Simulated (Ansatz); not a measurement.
Consider the redistribution: `C#[C][Ge]([Cl])([Cl])[C]#C` + `C#C[Si](Cl)(Cl)Cl` → `C#[C][Ge]([Cl])([Cl])[Cl]` + `C#C[Si](Cl)(Cl)C#C`.

Computed with Ansatz on PBE0-D4/def2-TZVP structures; ΔE is electronic, products minus reactants. CCSD(T)/CBS adds triple-zeta CCSD(T) − MP2 to the extrapolated MP2 energy (def2 sets, frozen cores). For Ge outer-core shells are correlated without core-valence functions, which leaves a few kJ/mol of doubt a bond. Scalar relativity is left out up to krypton.

```json
{"level": "MP2/def2-SVP", "ΔE (kJ/mol)": "3.1"}
{"level": "CCSD(T)/def2-TZVPP", "ΔE (kJ/mol)": "6.1"}
```

Q: What does CCSD(T)/CBS give? (Best estimate.)

A: Computed: +5.8 kJ/mol. The listed levels differ from it by -2.7, 0.3 kJ/mol.

Q: What do rigid-rotor, harmonic-oscillator terms from PBE0-D4/def2-TZVP frequencies (298.15 K, 1 bar) make of the CCSD(T)/CBS value? (Best estimate.)

A: The calculation gave: ΔZPE = +0.1 kJ/mol, ΔH = +6.0 kJ/mol, ΔS = 0 J/(mol·K), ΔG = +5.9 kJ/mol.

Largest T1 diagnostic among the species: 0.012.

At CCSD(T), def2-SVP lies −3.6 kJ/mol from the extrapolated value and def2-TZVPP +0.3 kJ/mol. In def2-TZVPP, CCSD(T) changes the Hartree–Fock value by +5.6 kJ/mol (the triples alone add −0.1 kJ/mol) and MP2 by +7.0 kJ/mol.

CCSD(T)/CBS has its own doubt, a few kJ/mol and more with outer-core shells, so smaller differences from it don't rank the levels.
